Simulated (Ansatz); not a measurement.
A search over several starts for the lowest SCF solution of Na₅H₅ at the given spin, in a small basis.

```yaml
crystal:
  periodic: [false, false, false]
  atoms:
    - {symbol: Na, position_ang: [-2.645513, -1.830133, -0.012574]}
    - {symbol: Na, position_ang: [1.057750, 3.013788, 0.032387]}
    - {symbol: Na, position_ang: [3.214703, -0.068635, -0.012101]}
    - {symbol: Na, position_ang: [0.915221, -3.044547, -0.035099]}
    - {symbol: Na, position_ang: [-2.542200, 1.929637, 0.027533]}
    - {symbol: H, position_ang: [2.655987, -2.013029, -0.031970]}
    - {symbol: H, position_ang: [2.752761, 1.903012, 0.013907]}
    - {symbol: H, position_ang: [-3.347001, 0.069778, 0.008229]}
    - {symbol: H, position_ang: [-0.956067, 3.182012, 0.039027]}
    - {symbol: H, position_ang: [-1.105641, -3.141893, -0.029350]}
basis:
  gaussian: {orbitals: def2-SVP, initial_orbitals: start.molden}
hamiltonian: {xc: pbe0, dispersion: d4}
output: {orbitals: {seedname: orbitals}}
```

The file start.molden holds the orbitals of an earlier run on this structure, at another level or in another basis.

```sh
$ ansatz run in.yaml --threads 4 --pin off --events-out ev --progress --plain --max-ram 3916MiB
```

Shortened log:

```
Functional definition: PBE0
  name "PBE0"
  cite "Adamo & Barone, J. Chem. Phys. 110, 6158 (1999) doi:10.1063/1.478522"
  cite "Perdew, Burke & Ernzerhof, Phys. Rev. Lett. 77, 3865 (1996) doi:10.1103/PhysRevLett.77.3865"
  parent pbe
  parameter a = 0.25
  parameter kappa = 0.804
  parameter beta = 0.06672455060314922
  exchange = (1 - a)*pbe_x(kappa = kappa, mu = beta*pi^2/3) + a*exact_x
  correlation = pbe_c(beta = beta)
930 factors; integrals over basis functions are off by at most 6.2e-4 eV
mean field evaluation 1: about -22117.3359 eV, gradient 7.0e1 eV
mean field evaluation 2: about -22127.3378 eV, gradient 1.5e1 eV
mean field evaluation 4: about -22139.8866 eV, gradient 4.1e0 eV
mean field evaluation 8: about -22140.0611 eV, gradient 2.7e-3 eV
mean field evaluation 16: about -22140.0611 eV, gradient 4.6e-2 eV
mean field -22140.06109443 eV, -813.6322381480 hartree, gradient 2.9e-5 eV, S^2 0.000000; 1 other end points of the search recorded, 0 dependent functions left out
reference -22140.06114496 eV, -813.6322400048 hartree; 30, 30 occupied and 70, 70 virtual orbitals, 930 factors
Total energy: -22140.27547535 eV, -813.6401165014 hartree
```

It took 2.6 s on 4 threads of Arm Neoverse V1 on a shared host.

The structure comes from a short search, and lower isomers may exist.
